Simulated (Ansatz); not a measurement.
Si(vinyl)2F2 (C4H6F2Si): single points at one geometry.

```yaml
crystal:
  periodic: [false, false, false]
  atoms:
    - {symbol: Si, position_ang: [-0.461756, -0.208125, -0.371811]}
    - {symbol: C, position_ang: [-0.673808, -0.016623, 1.452743]}
    - {symbol: C, position_ang: [-1.649511, 0.744466, 1.974671]}
    - {symbol: H, position_ang: [0.017634, -0.529798, 2.136638]}
    - {symbol: H, position_ang: [-2.363000, 1.275323, 1.333161]}
    - {symbol: H, position_ang: [-1.780161, 0.866712, 3.056734]}
    - {symbol: C, position_ang: [1.191691, 0.260504, -1.046362]}
    - {symbol: C, position_ang: [1.949887, -0.613344, -1.728404]}
    - {symbol: H, position_ang: [1.577847, 1.276605, -0.880906]}
    - {symbol: H, position_ang: [1.607372, -1.637433, -1.918842]}
    - {symbol: H, position_ang: [2.936191, -0.345461, -2.126372]}
    - {symbol: F, position_ang: [-1.631674, 0.676357, -1.068235]}
    - {symbol: F, position_ang: [-0.720722, -1.749172, -0.813027]}
basis:
  gaussian: {orbitals: def2-SVP, initial_orbitals: start.molden}
hamiltonian: {xc: pbe, dispersion: d4}
scf: {omitted_lower_state_checks: [starts]}
output: {orbitals: {seedname: orbitals}}
```

The file start.molden holds the orbitals of an earlier run on this structure, at another level or in another basis.

```sh
$ ansatz run in.yaml --threads 4 --pin off --events-out ev --progress --plain --max-ram 4787MiB
```

Shortened log:

```
Functional definition: PBE
1472 factors; their error is unknown
mean field evaluation 1: about -17534.4334 eV, gradient 1.2e1 eV
mean field evaluation 2: about -17534.7650 eV, gradient 2.4e-1 eV
mean field evaluation 4: about -17534.6711 eV, gradient 4.1e-4 eV
mean field -17534.67111171 eV, -644.3872779283 hartree, gradient 1.3e-5 eV, S^2 0.000000; 0 other end points of the search recorded, 0 dependent functions left out
reference -17534.67114788 eV, -644.3872792577 hartree; 31, 31 occupied and 101, 101 virtual orbitals, 1472 factors
Total energy: -17534.97808200 eV, -644.3985588783 hartree
Checks for a lower state left out: starts
```

It took 2.6 s on 4 threads of Intel Xeon on a shared host.

The first input with `gaussian: {orbitals: def2-TZVP, initial_orbitals: start.molden}`, `correlation: {method: mp2}` and without the key `hamiltonian` (abridged; 12 s):

```
Functional definition: HF
mean field -17498.27869240 eV, -643.0498811863 hartree, gradient 4.9e-6 eV, S^2 0.000000
11 core orbitals not correlated: weight in the atoms' cores, before any rotation towards them, 1.000 or more for the frozen orbitals, at most 0.000 for the correlated occupied ones
second order -33.58532379 eV of doubles, -0.00000000 eV of singles
Total energy: -17531.86401618 eV, -644.2841190704 hartree
Checks for a lower state left out: starts
```

First input, but with `gaussian: {orbitals: def2-TZVP, initial_orbitals: start.molden}`, `output: {forces: true, orbitals: {seedname: orbitals}}` (abridged; 8 s):

```
Functional definition: PBE
mean field -17549.22106114 eV, -644.9219787075 hartree, gradient 1.8e-5 eV, S^2 0.000000
Total energy: -17549.52804166 eV, -644.9332600337 hartree
Atom 0 force    -0.326916    -0.153152    -0.247949 eV/Å
Atom 1 force    -0.032633    -0.005156     0.176366 eV/Å
Atom 2 force    -0.004769     0.014313     0.013009 eV/Å
Atom 3 force    -0.067247     0.048321    -0.090981 eV/Å
Atom 4 force     0.072908    -0.047266     0.088154 eV/Å
Atom 5 force     0.013338    -0.009562    -0.102010 eV/Å
Atom 6 force     0.152979     0.061190    -0.087877 eV/Å
Atom 7 force     0.018730    -0.007875    -0.002208 eV/Å
Atom 8 force    -0.057808    -0.104898    -0.006954 eV/Å
Atom 9 force     0.058450     0.107450     0.013599 eV/Å
Atom 10 force    -0.093609    -0.026904     0.038035 eV/Å
Atom 11 force     0.243647    -0.158295     0.091610 eV/Å
Atom 12 force     0.022932     0.281835     0.117206 eV/Å
Dipole moment:     0.348482     0.159362     0.277721 e Å
Checks for a lower state left out: starts
```

First input, but with `hamiltonian: {xc: pbe0, dispersion: d4}` (abridged; 4 s):

```
Functional definition: PBE0
mean field -17536.05323491 eV, -644.4380700190 hartree, gradient 1.6e-5 eV, S^2 0.000000
Total energy: -17536.31352763 eV, -644.4476356001 hartree
Checks for a lower state left out: starts
```

The first input with `correlation: {method: ccsd_t}` and without the key `hamiltonian` (abridged; 32 s):

```
Functional definition: HF
mean field -17483.60589709 eV, -642.5106659044 hartree, gradient 1.5e-6 eV, S^2 0.000000; unrestricted orbitals would lower it
11 core orbitals not correlated: weight in the atoms' cores, before any rotation towards them, 1.000 or more for the frozen orbitals, at most 0.000 for the correlated occupied ones
second order -26.78405022 eV of doubles, -0.00000000 eV of singles
cycle   1  -27.39585936 eV  change   -6.1e-1 eV  update   1.2e-1
cycle   2  -28.06804006 eV  change   -6.7e-1 eV  update   3.8e-2
cycle   3  -28.25604410 eV  change   -1.9e-1 eV  update   2.0e-2
cycle   4  -28.25539958 eV  change    6.4e-4 eV  update   5.2e-3
cycle   5  -28.25422006 eV  change    1.2e-3 eV  update   2.0e-3
cycle   6  -28.25482420 eV  change   -6.0e-4 eV  update   5.9e-4
cycle   7  -28.25482739 eV  change   -3.2e-6 eV  update   2.1e-4
cycle   8  -28.25477648 eV  change    5.1e-5 eV  update   6.0e-5
cycle   9  -28.25477734 eV  change   -8.6e-7 eV  update   2.5e-5
perturbative correction -0.81187336 eV, -0.0298357957 hartree
Total energy: -17512.67254779 eV, -643.5788456156 hartree
Checks for a lower state left out: starts
```

The first input with `gaussian: {orbitals: def2-TZVP, initial_orbitals: start.molden}`, `hamiltonian: {xc: {name: r2SCANh}, dispersion: d4}` (abridged; 12 s):

```
Functional definition: r2SCANh
mean field -17558.26794616 eV, -645.2544456000 hartree, gradient 2.2e-5 eV, S^2 0.000000
Total energy: -17558.35111413 eV, -645.2575019665 hartree
Checks for a lower state left out: starts
```

Geometry: r2SCAN-D4/def2-SVP.

Correlated methods freeze 11 core orbitals. The restricted singlet is unstable towards broken spin symmetry in Hartree–Fock (as tested in another run); at MP2/def2-TZVP this wasn't settled. At CCSD(T)/def2-SVP the restricted singlet (for correlated methods, its reference) is unstable: a solution with broken spin symmetry lies lower.
